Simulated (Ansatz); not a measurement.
Single points on Li₂₀H₂₀ (started as a model of: 2x4x5 LiH rock-salt block).

```yaml
crystal:
  periodic: [false, false, false]
  atoms:
    - {symbol: Li, position_ang: [-0.848720, -2.746784, -3.693009]}
    - {symbol: H, position_ang: [-1.029668, -2.910637, -1.879604]}
    - {symbol: Li, position_ang: [-0.929851, -2.867342, 0.001132]}
    - {symbol: H, position_ang: [-1.030862, -2.910834, 1.881733]}
    - {symbol: Li, position_ang: [-0.851118, -2.747067, 3.695279]}
    - {symbol: H, position_ang: [-1.028671, -0.931314, -3.842075]}
    - {symbol: Li, position_ang: [-1.017334, -0.936138, -1.876486]}
    - {symbol: H, position_ang: [-1.018406, -0.954257, 0.001130]}
    - {symbol: Li, position_ang: [-1.018767, -0.936266, 1.878773]}
    - {symbol: H, position_ang: [-1.031510, -0.931601, 3.844081]}
    - {symbol: Li, position_ang: [-0.947306, 0.950025, -3.785493]}
    - {symbol: H, position_ang: [-0.969275, 0.959646, -1.888789]}
    - {symbol: Li, position_ang: [-0.977661, 0.973538, 0.001126]}
    - {symbol: H, position_ang: [-0.970894, 0.959611, 1.891058]}
    - {symbol: Li, position_ang: [-0.950282, 0.949833, 3.787598]}
    - {symbol: H, position_ang: [-0.945306, 2.824659, -3.768033]}
    - {symbol: Li, position_ang: [-0.951223, 2.859421, -1.893388]}
    - {symbol: H, position_ang: [-1.002714, 2.929035, 0.001190]}
    - {symbol: Li, position_ang: [-0.952852, 2.859449, 1.895764]}
    - {symbol: H, position_ang: [-0.948418, 2.824575, 3.770339]}
    - {symbol: H, position_ang: [0.946568, -2.823260, -3.766559]}
    - {symbol: Li, position_ang: [0.949366, -2.857930, -1.892143]}
    - {symbol: H, position_ang: [0.998429, -2.927759, 0.001781]}
    - {symbol: Li, position_ang: [0.948184, -2.858000, 1.895731]}
    - {symbol: H, position_ang: [0.944165, -2.823196, 3.770113]}
    - {symbol: Li, position_ang: [0.948483, -0.948537, -3.783929]}
    - {symbol: H, position_ang: [0.967310, -0.958223, -1.887481]}
    - {symbol: Li, position_ang: [0.973145, -0.972009, 0.001932]}
    - {symbol: H, position_ang: [0.965873, -0.958281, 1.891192]}
    - {symbol: Li, position_ang: [0.945822, -0.948487, 3.787618]}
    - {symbol: H, position_ang: [1.030076, 0.932886, -3.840203]}
    - {symbol: Li, position_ang: [1.015130, 0.937533, -1.875129]}
    - {symbol: H, position_ang: [1.013744, 0.955657, 0.001982]}
    - {symbol: Li, position_ang: [1.013659, 0.937568, 1.878982]}
    - {symbol: H, position_ang: [1.026981, 0.932819, 3.844117]}
    - {symbol: Li, position_ang: [0.849893, 2.748416, -3.691549]}
    - {symbol: H, position_ang: [1.027592, 2.912185, -1.878002]}
    - {symbol: Li, position_ang: [0.925748, 2.868759, 0.001959]}
    - {symbol: H, position_ang: [1.026157, 2.912215, 1.882030]}
    - {symbol: Li, position_ang: [0.846811, 2.748291, 3.695432]}
basis:
  gaussian: {orbitals: def2-TZVP, initial_orbitals: start.molden}
hamiltonian: {xc: pbe, dispersion: d4}
scf: {omitted_lower_state_checks: [starts]}
output: {forces: true, orbitals: {seedname: orbitals}}
```

The file start.molden holds the orbitals of an earlier run on this structure, at another level or in another basis.

```sh
$ ansatz run in.yaml --threads 4 --pin off --events-out ev --progress --plain --max-ram 6963MiB
```

Shortened log:

```
Functional definition: PBE
3460 factors; their error is unknown
mean field evaluation 1: about -4418.5472 eV, gradient 1.3e1 eV
mean field evaluation 2: about -4418.7303 eV, gradient 2.2e-1 eV
mean field evaluation 4: about -4418.5752 eV, gradient 5.7e-4 eV
mean field -4418.57517286 eV, -162.3796425849 hartree, gradient 7.1e-6 eV, S^2 0.000000; 0 other end points of the search recorded, 0 dependent functions left out
reference -4418.57530948 eV, -162.3796476056 hartree; 40, 40 occupied and 360, 360 virtual orbitals, 3460 factors
Total energy: -4419.76393005 eV, -162.4233286057 hartree
Atom 0 at    -0.848720    -2.746784    -3.693009 Å, force     0.000629     0.013220     0.014690 eV/Å
Atom 1 at    -1.029668    -2.910637    -1.879604 Å, force     0.023322     0.013252    -0.003219 eV/Å
Atom 2 at    -0.929851    -2.867342     0.001132 Å, force    -0.027684    -0.000026    -0.000030 eV/Å
Atom 3 at    -1.030862    -2.910834     1.881733 Å, force     0.023328     0.013190     0.003384 eV/Å
Atom 4 at    -0.851118    -2.747067     3.695279 Å, force     0.000598     0.013467    -0.014758 eV/Å
Atom 5 at    -1.028671    -0.931314    -3.842075 Å, force     0.023377    -0.004500     0.015881 eV/Å
Atom 6 at    -1.017334    -0.936138    -1.876486 Å, force    -0.018662     0.010225     0.010987 eV/Å
Atom 7 at    -1.018406    -0.954257     0.001130 Å, force     0.038776    -0.004966     0.000017 eV/Å
Atom 8 at    -1.018767    -0.936266     1.878773 Å, force    -0.018565     0.010158    -0.011219 eV/Å
Atom 9 at    -1.031510    -0.931601     3.844081 Å, force     0.023431    -0.004314    -0.015536 eV/Å
Atom 10 at    -0.947306     0.950025    -3.785493 Å, force    -0.020985     0.001117     0.001965 eV/Å
Atom 11 at    -0.969275     0.959646    -1.888789 Å, force     0.036925     0.002927    -0.000243 eV/Å
Atom 12 at    -0.977661     0.973538     0.001126 Å, force    -0.019573    -0.005398     0.000173 eV/Å
Atom 13 at    -0.970894     0.959611     1.891058 Å, force     0.037168     0.002840     0.000265 eV/Å
Atom 14 at    -0.950282     0.949833     3.787598 Å, force    -0.021186     0.001131    -0.001590 eV/Å
Atom 15 at    -0.945306     2.824659    -3.768033 Å, force     0.016031    -0.011467     0.009957 eV/Å
Atom 16 at    -0.951223     2.859421    -1.893388 Å, force    -0.016274    -0.000887     0.002717 eV/Å
Atom 17 at    -1.002714     2.929035     0.001190 Å, force     0.024448    -0.011141    -0.000083 eV/Å
Atom 18 at    -0.952852     2.859449     1.895764 Å, force    -0.016109    -0.001018    -0.002835 eV/Å
Atom 19 at    -0.948418     2.824575     3.770339 Å, force     0.016041    -0.011677    -0.009814 eV/Å
Atom 20 at     0.946568    -2.823260    -3.766559 Å, force    -0.016262     0.011732     0.009688 eV/Å
Atom 21 at     0.949366    -2.857930    -1.892143 Å, force     0.016348     0.000608     0.002579 eV/Å
Atom 22 at     0.998429    -2.927759     0.001781 Å, force    -0.024132     0.011324     0.000078 eV/Å
Atom 23 at     0.948184    -2.858000     1.895731 Å, force     0.016209     0.000721    -0.002673 eV/Å
Atom 24 at     0.944165    -2.823196     3.770113 Å, force    -0.016423     0.011519    -0.009572 eV/Å
Atom 25 at     0.948483    -0.948537    -3.783929 Å, force     0.021115    -0.000983     0.001742 eV/Å
Atom 26 at     0.967310    -0.958223    -1.887481 Å, force    -0.037281    -0.002884    -0.000509 eV/Å
Atom 27 at     0.973145    -0.972009     0.001932 Å, force     0.019971     0.005323    -0.000245 eV/Å
Atom 28 at     0.965873    -0.958281     1.891192 Å, force    -0.037123    -0.002644     0.000553 eV/Å
Atom 29 at     0.945822    -0.948487     3.787618 Å, force     0.020781    -0.001369    -0.001852 eV/Å
Atom 30 at     1.030076     0.932886    -3.840203 Å, force    -0.023564     0.004441     0.015468 eV/Å
Atom 31 at     1.015130     0.937533    -1.875129 Å, force     0.018948    -0.010153     0.011094 eV/Å
Atom 32 at     1.013744     0.955657     0.001982 Å, force    -0.038351     0.004980    -0.000172 eV/Å
Atom 33 at     1.013659     0.937568     1.878982 Å, force     0.018870    -0.010193    -0.011084 eV/Å
Atom 34 at     1.026981     0.932819     3.844117 Å, force    -0.023493     0.004463    -0.015619 eV/Å
Atom 35 at     0.849893     2.748416    -3.691549 Å, force    -0.001106    -0.013482     0.014602 eV/Å
Atom 36 at     1.027592     2.912185    -1.878002 Å, force    -0.023053    -0.013063    -0.003715 eV/Å
Atom 37 at     0.925748     2.868759     0.001959 Å, force     0.027678    -0.000036     0.000006 eV/Å
Atom 38 at     1.026157     2.912215     1.882030 Å, force    -0.023250    -0.013189     0.003637 eV/Å
Atom 39 at     0.846811     2.748291     3.695432 Å, force    -0.000918    -0.013244    -0.014715 eV/Å
Dipole moment:    -0.000090     0.000228     0.000133 e Å
Checks for a lower state left out: starts
```

Run time 18 s (4 threads of AMD EPYC 7R43 on a shared host), peak host memory 1.1 GiB.

Geometry: PBE-D4/def2-SVP.
